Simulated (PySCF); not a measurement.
Predicted microwave data (PBE0/pcSseg-1 in PySCF (dipole) on a GFN2-xTB geometry, gas phase) for one isomer of C9H12Si:

| Item | Value |
| --- | --- |
| Rotational constants | A = 3047, B = 666.0, C = 608.6 MHz |
| Dipole components | \|μa\| = 0.19 D, \|μb\| = 0.23 D, \|μc\| = 0.00 D |
| Inertial defect | -94.33 u·Å² |
| κ | -0.95 |

**Question.** Which candidate fits, each taken in the one conformer that was computed?
A. `C[C@@H]1[SiH2]C=C1C#CC1CC1`
B. `C#C[Si@]1(C)C[C@H](C#CC)C1`
C. `C(#CC(=C)C)C1=C[SiH2][C@@H]1C`
D. `[cH:1]1[cH:2][cH:3][c:4]([CH:5]2[CH2:6][SiH2:7][CH2:8]2)[cH:9][cH:10]1` with C3–C4–C5–C6 56°
E. `[SiH3:1][CH2:2][C@:3]12[CH:4]=[CH:5][C@@H:6]3[C@H:7]([CH:8]=[CH:9]1)[C@H:10]23` with Si1–C2–C3–C4 -59°, C2–C3–C4–C5 144°, C4–C5–C6–C7 56°, C5–C6–C7–C8 0°, C6–C7–C8–C9 -56°

**Answer.** D. It is c1ccc(C2C[SiH2]C2)cc1, a near-prolate asymmetric top, point group Cs. The candidates at the same level (rigid rotor, commonest isotopes):

| SMILES | A (MHz) | B (MHz) | C (MHz) | μa (D) | μb (D) | μc (D) | Δ (u·Å²) | point group | rotor |
| --- | --- | --- | --- | --- | --- | --- | --- | --- | --- |
| C#C[Si@]1(C)C[C@H](C#CC)C1 | 1935 | 578.7 | 489.1 | 0.39 | 0.07 | 0.00 | -101.23 | near Cs | asymmetric top |
| C[C@@H]1[SiH2]C=C1C#CC1CC1 | 3133 | 466.1 | 428.1 | 1.45 | 0.54 | 0.07 | -64.99 | C1 | near-prolate asymmetric top |
| [SiH3]C[C@]12C=C[C@@H]3[C@H](C=C1)[C@@H]32 | 2299 | 922.1 | 849.5 | 0.58 | 0.19 | 0.11 | -172.95 | C1 | asymmetric top |
| c1ccc(C2C[SiH2]C2)cc1 | 3047 | 666.0 | 608.6 | 0.19 | 0.23 | 0.00 | -94.33 | Cs | near-prolate asymmetric top |
| C=C(C)C#CC1=C[SiH2][C@@H]1C | 2835 | 474.1 | 416.1 | 0.61 | 0.09 | 0.12 | -29.65 | C1 | near-prolate asymmetric top |

`C#C[Si@]1(C)C[C@H](C#CC)C1` has A 37 % too low; `[SiH3]C[C@]12C=C[C@@H]3[C@H](C=C1)[C@@H]32` has C 40 % too high; `C[C@@H]1[SiH2]C=C1C#CC1CC1` has B 30 % too low; `C=C(C)C#CC1=C[SiH2][C@@H]1C` has C 32 % too low. In the right answer the mirror of this Cs structure is the ab plane, so μc vanishes by symmetry. No structure here is proved a minimum.
